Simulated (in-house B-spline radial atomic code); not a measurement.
A fraction x of an electron is removed from 4p in Sn⁵⁺, starting from [Kr] 4d9 and keeping the highest spin. Level of theory: scalar-relativistic (X2C) BLYP, spin-polarised, spherical fractional occupations, Fermi nucleus of rms radius 4.6519 fm; calculated with an all-electron radial atomic-structure program (B-spline basis).

| x | E(x) - E(0) (eV) | 4p down level (eV) |
| --- | --- | --- |
| 0 | 0.0000 | -151.206 |
| 0.02 | 3.0283 | -151.628 |
| 0.2 | 30.6642 | -155.442 |
| 0.28 | 43.1677 | -157.146 |
| 0.43 | 66.9801 | -160.355 |
| 0.5 | ? | ? |
| 0.58 | 91.2752 | -163.583 |
| 0.7 | 111.0608 | -166.178 |
| 0.81 | ? | ? |
| 0.9 | 144.7308 | -170.528 |
| 1 | 161.8929 | -172.714 |

What belongs in the row x = 0.5?

An energy change of 78.2576 eV; 4p down at -161.859 eV.

What belongs in the row x = 0.81?

An energy change of 129.4716 eV; 4p down at -168.567 eV.

Check Janak's theorem between x = 0.02 and 0.2.

The slope of the energy is 153.53 eV; the orbital levels give 153.53 eV (-ε of the emptying orbital, averaged over the two points).
